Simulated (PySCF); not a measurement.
**Worked example: dipole moment from atomic charges**

Zn(Cl)(NH2) (ClH₂NZn), SMILES [NH2][Zn][Cl]. Atoms are numbered in the order given.

```xyz
5

Zn    -0.3268    -0.0184     0.0000
Cl     1.7582     0.0114     0.0000
N     -2.1303     0.1267     0.0000
H     -2.5871    -0.2644    -0.8160
H     -2.5871    -0.2644     0.8160
```

The structure is a stationary point at r2SCAN-D4/def2-TZVP. One conformer was computed; it need not be the lowest.

Charges (e) from HF/def2-TZVPD run with PySCF:

```
atom  ESP fit     IAO
----  -------  ------
Zn1     0.904   1.448
Cl2    -0.471  -0.753
N3     -0.998  -1.188
H4      0.282   0.246
H5      0.282   0.246
```

The dipole moment of the full density is 2.32 D.

Task: What dipole moment does each set of point charges give, and which comes closer to that of the density?

Result: 
μ = Σ q r, and 1 e Å = 4.8032 D.
ESP fit: Σ q r = (-0.457, -0.298, 0.000) e Å, |μ| = 2.62 D.
IAO: Σ q r = (-0.539, -0.316, 0.000) e Å, |μ| = 3.00 D.
ESP fit comes closer in size. Point charges leave out the atoms' own dipoles (lone pairs, polarised bonds); fits to the potential absorb them, partitions of the density don't.
